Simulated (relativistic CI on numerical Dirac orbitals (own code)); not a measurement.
L2,3 absorption of nickel in several valence states

Computed multiplet spectra 2p⁶3dⁿ → 2p⁵3dⁿ⁺¹ (Dirac-Coulomb-Breit ions, Slater integrals scaled by 0.9, an assumed crystal field that grows with the charge, no charge transfer; 300 K; Lorentzian 0.4 eV and Gaussian 0.3 eV FWHM at both edges, so that L2 comes out sharper than in experiment). Peaks over 5 % are given in eV from the highest peak in the L3 region of each spectrum (height, largest 100). S of the lowest state is read from ⟨S²⟩, and the branching ratio is the share of L3, cut at the minimum between the edges.

Field parameters in Wybourne normalisation: Td as Oh with Dq negative (B⁴₀ = 21Dq, B⁴₄ = √(5/14) B⁴₀). The field is a parameter set, without covalency.

- Ni2+ (d8, Td, 10Dq = -7050 cm⁻¹): S = 1.00, branching ratio 0.90; peaks 0.0 (100), 0.5 (75), 2.8 (20), 18.3 (7), 19.0 (13)
- Ni3+ (d7, Td, 10Dq = -9100 cm⁻¹): S = 1.50, high spin, branching ratio 0.76; peaks 0.0 (100), 0.6 (86), 1.5 (69), 2.8 (32), 3.7 (23), 4.8 (12), 5.5 (12), 17.2 (14), 17.9 (29), 18.7 (51), 21.0 (8), 21.4 (10), 22.5 (7)

Problem. What spin state follows for Ni4+ in Td, 10Dq = -11150 cm⁻¹, and does its branching ratio lie nearer 2/3 or nearer 0.8?

Solution. Ni4+ (d6, Td, 10Dq = -11150 cm⁻¹): S = 2.00, high spin, branching ratio 0.76; peaks -4.2 (13), -0.7 (96), 0.0 (100), 1.3 (60), 3.6 (35), 5.6 (13), 14.8 (14), 16.3 (32), 17.2 (25), 17.7 (28), 18.5 (30), 20.3 (11), 21.6 (9), 22.5 (7). High-spin states, above all those with an unquenched orbital moment, raise the ratio above the statistical 2/3; low spin and nearly empty shells keep it near or below 2/3.

The centroid of the whole edge, which also moves with the branching ratio, lies at 856.7 (Ni2+), 862.5 (Ni3+), 865.9 (Ni4+) eV in this ionic model, in steps of 3.4 to 5.8 eV. Compounds show about 1 to 2 eV a unit and lower energies for the high valences, since ligands screen the charge. The multiplet shape follows the d count and the spin state, and so serves as a fingerprint of valence.
